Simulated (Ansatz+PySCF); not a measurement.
Values are calculated unless marked as measured or tabulated.
Input for PySCF 2.14.0:

```python
from pyscf import gto, scf, cc

mol = gto.M(atom="""
Be 0.000000 0.000000 0.000000
S 0.000000 0.000000 2.180000
""", basis='sto-3g', charge=0, spin=0)
mf = scf.UHF(mol)
mf.kernel()
mycc = cc.CCSD(mf, frozen=6).run()
et = mycc.ccsd_t()
print(mf.e_tot, mycc.e_corr, et, mycc.e_tot + et)
```

The script is written out from the run's settings.

The run gave:

```json
{"Converged": "yes", "Reference energy": "-407.46248 hartree", "CCSD correlation energy": "-0.10512 hartree", "Triples correction": "-0.01368 hartree", "Total energy": "-407.58128 hartree", "Spin squared of the determinant": "0.000"}
```

This is not the lowest solution: another run reaches a determinant 2.56 eV lower. Caution: large share of triples, a single reference is doubtful; another spin multiplicity may lie lower.
